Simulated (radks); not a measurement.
Bi I, configuration [Hg] 6p3. Method: scalar-relativistic Kohn-Sham, LDA (Slater exchange, Perdew-Wang correlation), spin-unpolarised, spherical densities, finite nucleus; Fermi nuclear charge, rms radius 5.5211 fm; computed with a radial shooting solver on a logarithmic mesh with Libxc functionals.

Local quantities along the radius. ELF = 1/(1 + alpha^2) is the electron localisation function; alpha = (tau - tau_W)/tau_unif compares the Pauli kinetic energy density with that of the uniform gas; 4 pi r^2 rho is in e/bohr. tau is taken from the large components.

| r (bohr) | ELF | alpha | 4 pi r^2 rho |
|---|---|---|---|
| 0.001317 | 0.999 | 0.02457 | 19.27 |
| 0.001533 | 0.999 | 0.02623 | 23.67 |
| 0.001785 | 0.999 | 0.02831 | 28.91 |
| 0.002078 | 0.999 | 0.03096 | 35.06 |
| 0.002439 | 0.999 | 0.03453 | 42.57 |
| 0.002839 | 0.998 | 0.03896 | 50.69 |
| 0.003305 | 0.998 | 0.04478 | 59.71 |
| 0.003879 | 0.997 | 0.05303 | 69.95 |
| 0.004516 | 0.996 | 0.06381 | 80.08 |
| 0.005257 | 0.994 | 0.07886 | 90.12 |
| 0.006169 | 0.990 | 0.1018 | 99.92 |
| 0.007182 | 0.982 | 0.1341 | 107.7 |
| 0.008361 | 0.968 | 0.1829 | 113.4 |
| 0.009733 | 0.937 | 0.2582 | 116.2 |
| 0.01142 | 0.872 | 0.3834 | 115.8 |
| 0.0133 | 0.757 | 0.5673 | 112.8 |
| 0.01548 | 0.593 | 0.8284 | 108.3 |
| 0.01817 | 0.430 | 1.152 | 104.1 |
| 0.02115 | 0.344 | 1.380 | 103.2 |
| 0.02462 | 0.345 | 1.379 | 107.5 |
| 0.02889 | 0.433 | 1.145 | 118.4 |
| 0.03363 | 0.568 | 0.8728 | 133.1 |
| 0.03916 | 0.685 | 0.6786 | 147.7 |
| 0.04558 | 0.740 | 0.5934 | 156.9 |
| 0.05349 | 0.718 | 0.6271 | 156.1 |
| 0.06227 | 0.609 | 0.8008 | 145.6 |
| 0.0725 | 0.447 | 1.112 | 131.8 |
| 0.08508 | 0.350 | 1.362 | 123.8 |
| 0.09904 | 0.404 | 1.215 | 128.2 |
| 0.1153 | 0.562 | 0.8835 | 140.6 |
| 0.1353 | 0.693 | 0.6663 | 148.5 |
| 0.1575 | 0.700 | 0.6547 | 139.5 |
| 0.1834 | 0.559 | 0.8878 | 115.9 |
| 0.2135 | 0.342 | 1.386 | 92.59 |
| 0.2505 | 0.307 | 1.501 | 84.61 |
| 0.2916 | 0.495 | 1.010 | 92.53 |
| 0.3395 | 0.676 | 0.6928 | 100.2 |
| 0.3984 | 0.714 | 0.6328 | 92.91 |
| 0.4638 | 0.623 | 0.7775 | 72.20 |
| 0.54 | 0.435 | 1.139 | 49.81 |
| 0.6337 | 0.316 | 1.472 | 34.76 |
| 0.7377 | 0.405 | 1.211 | 28.87 |
| 0.8588 | 0.589 | 0.8349 | 25.91 |
| 0.9998 | 0.663 | 0.7136 | 21.94 |
| 1.173 | 0.608 | 0.8032 | 16.36 |
| 1.366 | 0.491 | 1.019 | 11.30 |
| 1.59 | 0.390 | 1.252 | 7.536 |
| 1.866 | 0.362 | 1.327 | 5.017 |
| 2.172 | 0.411 | 1.198 | 3.522 |
| 2.529 | 0.487 | 1.026 | 2.485 |
| 2.968 | 0.529 | 0.9433 | 1.658 |
| 3.455 | 0.499 | 1.001 | 1.054 |
| 4.022 | 0.406 | 1.211 | 0.6108 |
| 4.682 | 0.273 | 1.632 | 0.3154 |
| 5.495 | 0.138 | 2.497 | 0.1351 |
| 6.397 | 0.053 | 4.212 | 0.05075 |
| 7.447 | 0.015 | 8.156 | 0.01562 |
| 8.739 | 0.003 | 19.45 | 0.003523 |
| 10.17 | 0.000 | 53.53 | 0.0006541 |

On this mesh the ELF has minima near r = 0.021, 0.085, 0.25, 0.63, 1.9 bohr, which separate the shells, and maxima near 0.046 (0.74), 0.16 (0.70), 0.40 (0.71), 1.00 (0.66), 3.0 (0.53).
